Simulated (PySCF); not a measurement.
# PySCF run on HI⁺

Input:

```python
from pyscf import gto, scf
from pyscf.geomopt.geometric_solver import optimize

mol = gto.M(
    atom='H 0 0 0; I 0 0 1.73',
    basis='lanl2dz',
    ecp={'I': 'lanl2dz'},
    charge=1,
    spin=1,
    verbose=4,
)
mf = scf.UHF(mol)
mf.kernel()
mol_eq = optimize(mf, maxsteps=30)
print('optimised geometry (angstrom)')
print(mol_eq.tostring('raw'))
print('orbital energies (hartree):', [e[max(0, n-3):n+3].round(4) for e, n in zip(mf.mo_energy, mol.nelec)])
```

```bash
$ python input.py
```

The log (some set-up lines and the per-cycle HOMO/LUMO lines with their warnings removed):

```
PySCF version 2.14.0

[INPUT] verbose = 4
[INPUT] num. atoms = 2
[INPUT] num. electrons = 7
[INPUT] charge = 1
[INPUT] spin (= nelec alpha-beta = 2S) = 1
[INPUT] symmetry False subgroup None
[INPUT] Mole.unit = angstrom
[INPUT] Symbol           X                Y                Z      unit          X                Y                Z       unit  Magmom
[INPUT]  1 H      0.000000000000   0.000000000000   0.000000000000 AA    0.000000000000   0.000000000000   0.000000000000 Bohr   0.0
[INPUT]  2 I      0.000000000000   0.000000000000   1.730000000000 AA    0.000000000000   0.000000000000   3.269226195498 Bohr   0.0

nuclear repulsion = 2.14117946615029
number of shells = 6
number of NR pGTOs = 16
number of NR cGTOs = 10
basis = lanl2dz
ecp = {'I': 'lanl2dz'}

******** <class 'pyscf.scf.uhf.UHF'> ********
method = UHF
initial guess = minao
damping factor = 0
level_shift factor = 0
DIIS = <class 'pyscf.scf.diis.CDIIS'>
diis_start_cycle = 1
diis_space = 8
diis_damp = 0
SCF conv_tol = 1e-09
SCF conv_tol_grad = None
SCF max_cycles = 50
direct_scf = True
direct_scf_tol = 1e-13
number electrons alpha = 4  beta = 3
Set gradient conv threshold to 3.16228e-05
init E= -8.14567829209487

cycle= 1 E= -11.3224720428683  delta_E= -3.18  |g|= 0.24  |ddm|= 2.35
cycle= 2 E= -11.3573881373858  delta_E= -0.0349  |g|= 0.0224  |ddm|= 0.345
cycle= 3 E= -11.3579081204502  delta_E= -0.00052  |g|= 0.00737  |ddm|= 0.0308
cycle= 4 E= -11.3580253093033  delta_E= -0.000117  |g|= 0.00508  |ddm|= 0.0129
cycle= 5 E= -11.3581380151291  delta_E= -0.000113  |g|= 0.00325  |ddm|= 0.0169
cycle= 6 E= -11.3582253369312  delta_E= -8.73e-05  |g|= 0.000744  |ddm|= 0.028
cycle= 7 E= -11.3582294580799  delta_E= -4.12e-06  |g|= 7.8e-05  |ddm|= 0.00724
cycle= 8 E= -11.3582294755308  delta_E= -1.75e-08  |g|= 4.75e-06  |ddm|= 0.000439
cycle= 9 E= -11.3582294755596  delta_E= -2.88e-11  |g|= 4.74e-07  |ddm|= 1.28e-05
Extra cycle  E= -11.3582294755599  delta_E= -3.43e-13  |g|= 2.14e-07  |ddm|= 8.86e-07
converged SCF energy = -11.3582294755599  <S^2> = 0.76119194  2S+1 = 2.0111608
Create scanner for <class 'pyscf.grad.uhf.Gradients'>
Create scanner for <class 'pyscf.scf.uhf.UHF'>
input.py

Current date and time:

#|     Arguments passed to driver run_optimizer():      |#
customengine              <pyscf.geomopt.geometric_solver.PySCFEngine object>
logIni                    <dir>
maxiter                   30
----------------------------------------------------------
Custom engine selected.
Bonds will be generated from interatomic distances less than 1.20 times sum of covalent radii
6 internal coordinates being used (instead of 6 Cartesians)
Internal coordinate system (atoms numbered from 1):
Distance 1-2
Translation-X 1-2
Translation-Y 1-2
Translation-Z 1-2
Rotation-A 1-2
Rotation-B 1-2
Rotation-C 1-2
<class 'geometric.internal.Distance'> : 1
<class 'geometric.internal.TranslationX'> : 1
<class 'geometric.internal.TranslationY'> : 1
<class 'geometric.internal.TranslationZ'> : 1
<class 'geometric.internal.RotationA'> : 1
<class 'geometric.internal.RotationB'> : 1
<class 'geometric.internal.RotationC'> : 1
> ===== Optimization Info: ====
> Job type: Energy minimization
> Maximum number of optimization cycles: 30
> Initial / maximum trust radius (Angstrom): 0.100 / 0.300
> Convergence Criteria:
> Will converge when all 5 criteria are reached:
>  |Delta-E| < 1.00e-06
>  RMS-Grad  < 3.00e-04
>  Max-Grad  < 4.50e-04
>  RMS-Disp  < 1.20e-03
>  Max-Disp  < 1.80e-03
> === End Optimization Info ===

Geometry optimization cycle 1
Cartesian coordinates (Angstrom)
 Atom        New coordinates             dX        dY        dZ
   H   0.000000   0.000000   0.000000    0.000000  0.000000  0.000000
   I   0.000000   0.000000   1.730000    0.000000  0.000000  0.000000

WARN: Mole.unit (angstrom) is changed to Bohr

New geometry
   1 H      0.000000000000   0.000000000000   0.000000000000 AA    0.000000000000   0.000000000000   0.000000000000 Bohr
   2 I      0.000000000000   0.000000000000   1.730000000000 AA    0.000000000000   0.000000000000   3.269226195498 Bohr

******** <class 'pyscf.scf.hf.UHF_Scanner'> ********
method = UHF_Scanner
initial guess = minao
damping factor = 0
level_shift factor = 0
DIIS = <class 'pyscf.scf.diis.CDIIS'>
diis_start_cycle = 1
diis_space = 8
diis_damp = 0
SCF conv_tol = 1e-09
SCF conv_tol_grad = None
SCF max_cycles = 50
direct_scf = True
direct_scf_tol = 1e-13
number electrons alpha = 4  beta = 3
Set gradient conv threshold to 3.16228e-05
init E= -11.3582294755599
cycle= 1 E= -11.35822947556  delta_E= -1.07e-13  |g|= 1.61e-07  |ddm|= 4.13e-07
Extra cycle  E= -11.3582294755601  delta_E= -7.28e-14  |g|= 1.34e-07  |ddm|= 2.96e-07
converged SCF energy = -11.3582294755601  <S^2> = 0.76119209  2S+1 = 2.0111609

******** <class 'pyscf.grad.rhf.Gradients_Scanner'> for <class 'pyscf.scf.hf.UHF_Scanner'> ********
unit = Eh/Bohr
--------------- UHF_Scanner gradients ---------------
         x                y                z
0 H     0.0000000000     0.0000000000    -0.0278411285
1 I    -0.0000000000    -0.0000000000     0.0278411285
----------------------------------------------
cycle 1: E = -11.3582294756  dE = -11.3582  norm(grad) = 0.0393733
Step    0 : Gradient = 2.784e-02/2.784e-02 (rms/max) Energy = -11.3582294756
Hessian Eigenvalues: 5.00000e-02 5.00000e-02 5.00000e-02 ... 5.00000e-02 5.00000e-02 9.76144e-02

Geometry optimization cycle 2
Cartesian coordinates (Angstrom)
 Atom        New coordinates             dX        dY        dZ
   H  -0.000000  -0.000000   0.075465   -0.000000 -0.000000  0.075465
   I   0.000000   0.000000   1.654535    0.000000  0.000000 -0.075465
New geometry
   1 H     -0.000000000000  -0.000000000000   0.075464738041 AA   -0.000000000000  -0.000000000000   0.142607686960 Bohr
   2 I      0.000000000000   0.000000000000   1.654535261959 AA    0.000000000000   0.000000000000   3.126618508537 Bohr

******** <class 'pyscf.scf.hf.UHF_Scanner'> ********
method = UHF_Scanner
initial guess = minao
damping factor = 0
level_shift factor = 0
DIIS = <class 'pyscf.scf.diis.CDIIS'>
diis_start_cycle = 1
diis_space = 8
diis_damp = 0
SCF conv_tol = 1e-09
SCF conv_tol_grad = None
SCF max_cycles = 50
direct_scf = True
direct_scf_tol = 1e-13
number electrons alpha = 4  beta = 3
Set gradient conv threshold to 3.16228e-05
init E= -11.4277254652815
cycle= 1 E= -11.3598860652387  delta_E= 0.0678  |g|= 0.0178  |ddm|= 0.0614
cycle= 2 E= -11.3602070287537  delta_E= -0.000321  |g|= 0.00348  |ddm|= 0.0287
cycle= 3 E= -11.3602310877636  delta_E= -2.41e-05  |g|= 0.00213  |ddm|= 0.00775
cycle= 4 E= -11.3602464784124  delta_E= -1.54e-05  |g|= 0.00125  |ddm|= 0.00689
cycle= 5 E= -11.3602541949789  delta_E= -7.72e-06  |g|= 0.000139  |ddm|= 0.00861
cycle= 6 E= -11.3602542355099  delta_E= -4.05e-08  |g|= 1.76e-05  |ddm|= 0.000538
cycle= 7 E= -11.3602542360519  delta_E= -5.42e-10  |g|= 2.62e-06  |ddm|= 5.96e-05
Extra cycle  E= -11.3602542360617  delta_E= -9.86e-12  |g|= 1.06e-06  |ddm|= 5.58e-06
converged SCF energy = -11.3602542360617  <S^2> = 0.75400473  2S+1 = 2.0040007

******** <class 'pyscf.grad.rhf.Gradients_Scanner'> for <class 'pyscf.scf.hf.UHF_Scanner'> ********
unit = Eh/Bohr
--------------- UHF_Scanner gradients ---------------
         x                y                z
0 H     0.0000000000     0.0000000000     0.0195813922
1 I    -0.0000000000    -0.0000000000    -0.0195813922
----------------------------------------------
cycle 2: E = -11.3602542361  dE = -0.00202476  norm(grad) = 0.0276923
Step    1 : Displace = 7.546e-02/7.546e-02 (rms/max) Trust = 1.000e-01 (=) Grad = 1.958e-02/1.958e-02 (rms/max) E (change) = -11.3602542361 (-2.025e-03) Quality = 0.510
Hessian Eigenvalues: 5.00000e-02 5.00000e-02 5.00000e-02 ... 5.00000e-02 5.00000e-02 1.66269e-01

Geometry optimization cycle 3
Cartesian coordinates (Angstrom)
 Atom        New coordinates             dX        dY        dZ
   H  -0.000000  -0.000000   0.044304   -0.000000 -0.000000 -0.031160
   I   0.000000   0.000000   1.685696    0.000000  0.000000  0.031160
New geometry
   1 H     -0.000000000000  -0.000000000000   0.044304339790 AA   -0.000000000000  -0.000000000000   0.083723068333 Bohr
   2 I      0.000000000000   0.000000000000   1.685695660210 AA    0.000000000000   0.000000000000   3.185503127165 Bohr

******** <class 'pyscf.scf.hf.UHF_Scanner'> ********
method = UHF_Scanner
initial guess = minao
damping factor = 0
level_shift factor = 0
DIIS = <class 'pyscf.scf.diis.CDIIS'>
diis_start_cycle = 1
diis_space = 8
diis_damp = 0
SCF conv_tol = 1e-09
SCF conv_tol_grad = None
SCF max_cycles = 50
direct_scf = True
direct_scf_tol = 1e-13
number electrons alpha = 4  beta = 3
Set gradient conv threshold to 3.16228e-05
init E= -11.3329367898635
cycle= 1 E= -11.3610236170916  delta_E= -0.0281  |g|= 0.00716  |ddm|= 0.0265
cycle= 2 E= -11.3610749985215  delta_E= -5.14e-05  |g|= 0.00117  |ddm|= 0.0115
cycle= 3 E= -11.3610775414823  delta_E= -2.54e-06  |g|= 0.000649  |ddm|= 0.00266
cycle= 4 E= -11.3610788476793  delta_E= -1.31e-06  |g|= 0.000463  |ddm|= 0.00168
cycle= 5 E= -11.361080131517  delta_E= -1.28e-06  |g|= 9.22e-05  |ddm|= 0.00335
cycle= 6 E= -11.3610801647104  delta_E= -3.32e-08  |g|= 1e-05  |ddm|= 0.000571
cycle= 7 E= -11.3610801648698  delta_E= -1.59e-10  |g|= 1.45e-06  |ddm|= 2.81e-05
Extra cycle  E= -11.3610801648728  delta_E= -2.95e-12  |g|= 5.65e-07  |ddm|= 2.96e-06
converged SCF energy = -11.3610801648728  <S^2> = 0.75575654  2S+1 = 2.0057483

******** <class 'pyscf.grad.rhf.Gradients_Scanner'> for <class 'pyscf.scf.hf.UHF_Scanner'> ********
unit = Eh/Bohr
--------------- UHF_Scanner gradients ---------------
         x                y                z
0 H    -0.0000000000    -0.0000000000    -0.0043779732
1 I     0.0000000000     0.0000000000     0.0043779732
----------------------------------------------
cycle 3: E = -11.3610801649  dE = -0.000825929  norm(grad) = 0.00619139
Step    2 : Displace = 3.116e-02/3.116e-02 (rms/max) Trust = 1.000e-01 (=) Grad = 4.378e-03/4.378e-03 (rms/max) E (change) = -11.3610801649 (-8.259e-04) Quality = 0.716
Hessian Eigenvalues: 5.00000e-02 5.00000e-02 5.00000e-02 ... 5.00000e-02 5.00000e-02 2.03443e-01

Geometry optimization cycle 4
Cartesian coordinates (Angstrom)
 Atom        New coordinates             dX        dY        dZ
   H   0.000000   0.000000   0.049998    0.000000  0.000000  0.005694
   I  -0.000000  -0.000000   1.680002   -0.000000 -0.000000 -0.005694
New geometry
   1 H      0.000000000000   0.000000000000   0.049998121171 AA    0.000000000000   0.000000000000   0.094482755755 Bohr
   2 I     -0.000000000000  -0.000000000000   1.680001878829 AA   -0.000000000000  -0.000000000000   3.174743439742 Bohr

******** <class 'pyscf.scf.hf.UHF_Scanner'> ********
method = UHF_Scanner
initial guess = minao
damping factor = 0
level_shift factor = 0
DIIS = <class 'pyscf.scf.diis.CDIIS'>
diis_start_cycle = 1
diis_space = 8
diis_damp = 0
SCF conv_tol = 1e-09
SCF conv_tol_grad = None
SCF max_cycles = 50
direct_scf = True
direct_scf_tol = 1e-13
number electrons alpha = 4  beta = 3
Set gradient conv threshold to 3.16228e-05
init E= -11.3662646704016
cycle= 1 E= -11.3611312446211  delta_E= 0.00513  |g|= 0.00131  |ddm|= 0.00475
cycle= 2 E= -11.3611329807871  delta_E= -1.74e-06  |g|= 0.000231  |ddm|= 0.00211
cycle= 3 E= -11.361133084521  delta_E= -1.04e-07  |g|= 0.000136  |ddm|= 0.000518
cycle= 4 E= -11.3611331445619  delta_E= -6e-08  |g|= 9.27e-05  |ddm|= 0.000378
cycle= 5 E= -11.3611331944874  delta_E= -4.99e-08  |g|= 1.47e-05  |ddm|= 0.000681
cycle= 6 E= -11.3611331951899  delta_E= -7.02e-10  |g|= 1.7e-06  |ddm|= 8.02e-05
Extra cycle  E= -11.3611331951938  delta_E= -3.92e-12  |g|= 6.61e-07  |ddm|= 3.16e-06
converged SCF energy = -11.3611331951938  <S^2> = 0.75535382  2S+1 = 2.0053467

******** <class 'pyscf.grad.rhf.Gradients_Scanner'> for <class 'pyscf.scf.hf.UHF_Scanner'> ********
unit = Eh/Bohr
--------------- UHF_Scanner gradients ---------------
         x                y                z
0 H     0.0000000000     0.0000000000    -0.0005148717
1 I    -0.0000000000    -0.0000000000     0.0005148717
----------------------------------------------
cycle 4: E = -11.3611331952  dE = -5.30303e-05  norm(grad) = 0.000728138
Step    3 : Displace = 5.694e-03/5.694e-03 (rms/max) Trust = 1.000e-01 (=) Grad = 5.149e-04/5.149e-04 (rms/max) E (change) = -11.3611331952 (-5.303e-05) Quality = 1.126
Hessian Eigenvalues: 5.00000e-02 5.00000e-02 5.00000e-02 ... 5.00000e-02 5.00000e-02 1.79517e-01

Geometry optimization cycle 5
Cartesian coordinates (Angstrom)
 Atom        New coordinates             dX        dY        dZ
   H  -0.000000  -0.000000   0.050757   -0.000000 -0.000000  0.000759
   I   0.000000   0.000000   1.679243    0.000000  0.000000 -0.000759
New geometry
   1 H     -0.000000000000  -0.000000000000   0.050756984654 AA   -0.000000000000  -0.000000000000   0.095916799904 Bohr
   2 I      0.000000000000   0.000000000000   1.679243015346 AA    0.000000000000   0.000000000000   3.173309395593 Bohr

******** <class 'pyscf.scf.hf.UHF_Scanner'> ********
method = UHF_Scanner
initial guess = minao
damping factor = 0
level_shift factor = 0
DIIS = <class 'pyscf.scf.diis.CDIIS'>
diis_start_cycle = 1
diis_space = 8
diis_damp = 0
SCF conv_tol = 1e-09
SCF conv_tol_grad = None
SCF max_cycles = 50
direct_scf = True
direct_scf_tol = 1e-13
number electrons alpha = 4  beta = 3
Set gradient conv threshold to 3.16228e-05
init E= -11.3618188727355
cycle= 1 E= -11.3611338765042  delta_E= 0.000685  |g|= 0.000175  |ddm|= 0.000635
cycle= 2 E= -11.3611339073314  delta_E= -3.08e-08  |g|= 3.01e-05  |ddm|= 0.000281
cycle= 3 E= -11.3611339090646  delta_E= -1.73e-09  |g|= 1.74e-05  |ddm|= 6.78e-05
cycle= 4 E= -11.3611339100302  delta_E= -9.66e-10  |g|= 1.19e-05  |ddm|= 4.76e-05
Extra cycle  E= -11.3611339103504  delta_E= -3.2e-10  |g|= 9.38e-06  |ddm|= 2.08e-05
converged SCF energy = -11.3611339103504  <S^2> = 0.75531409  2S+1 = 2.005307

******** <class 'pyscf.grad.rhf.Gradients_Scanner'> for <class 'pyscf.scf.hf.UHF_Scanner'> ********
unit = Eh/Bohr
--------------- UHF_Scanner gradients ---------------
         x                y                z
0 H    -0.0000000000    -0.0000000000     0.0000177841
1 I     0.0000000000     0.0000000000    -0.0000177841
----------------------------------------------
cycle 5: E = -11.3611339104  dE = -7.15157e-07  norm(grad) = 2.51506e-05
Step    4 : Displace = 7.589e-04/7.589e-04 (rms/max) Trust = 1.414e-01 (+) Grad = 1.778e-05/1.778e-05 (rms/max) E (change) = -11.3611339104 (-7.152e-07) Quality = 0.969
Hessian Eigenvalues: 5.00000e-02 5.00000e-02 5.00000e-02 ... 5.00000e-02 5.00000e-02 1.79517e-01
Converged! =D

    #| If this code has benefited your research, please support us by citing: |#
    #| Wang, L.-P.; Song, C.C. (2016) "Geometry optimization made simple with |#
    #| translation and rotation coordinates", J. Chem, Phys. 144, 214108.     |#
    #|                                     |#
optimised geometry (angstrom)
H          -0.00000000       -0.00000000        0.05075698
I           0.00000000        0.00000000        1.67924302
orbital energies (hartree): [array([-0.809 , -0.7553, -0.7024, -0.1858,  0.2378,  0.2542]), array([-1.1526, -0.795 , -0.6712, -0.3419, -0.1847,  0.2658])]
```

In short: E(SCF) = -11.358229 Eh, 9 cycles, ⟨S²⟩ = 0.761, all at the start geometry; optimised bond 1.628 Å with E = -11.361134 Eh after 5 steps.

Wall time 1.9 s on one thread of a shared host.

The last line lists the levels of the start geometry. No search for the lowest solution was made.
